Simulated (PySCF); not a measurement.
**From computed data to an observable: dipole moment from atomic charges**

BrF₂H₂NSi, SMILES [Si](N)(Br)(F)F. Atoms are numbered in the order given.

```xyz
7

N      1.4176     1.6565     0.0000
Si    -0.0443     0.8140     0.0000
F     -0.8762     1.2226     1.3093
F     -0.8762     1.2226    -1.3093
Br     0.0719    -1.3844     0.0000
H      1.9764     1.7288     0.8419
H      1.9764     1.7288    -0.8419
```

Coordinates come from a PBE0-D3(BJ)/def2-SVP optimisation. The structure was generated by enumeration, and PubChem lists no compound with its InChIKey, so it may never have been made. Other conformers were not sampled.

Charges (e) from PBE0/def2-TZVP (PySCF):

| atom | ESP fit | IAO |
|---|---|---|
| N1 | -0.834 | -0.886 |
| Si2 | 0.524 | 1.607 |
| F3 | -0.170 | -0.527 |
| F4 | -0.170 | -0.527 |
| Br5 | -0.116 | -0.260 |
| H6 | 0.383 | 0.297 |
| H7 | 0.383 | 0.297 |

The dipole moment of the full density is 2.89 D.

What dipole moment does each set of point charges give, and which comes closer to that of the density?


μ = Σ q r, and 1 e Å = 4.8032 D.
ESP fit: Σ q r = (0.598, 0.114, 0.000) e Å, |μ| = 2.92 D.
IAO: Σ q r = (0.752, -0.061, 0.000) e Å, |μ| = 3.62 D.
ESP fit comes closer in size. Point charges leave out the atoms' own dipoles (lone pairs, polarised bonds); fits to the potential absorb them, partitions of the density don't.
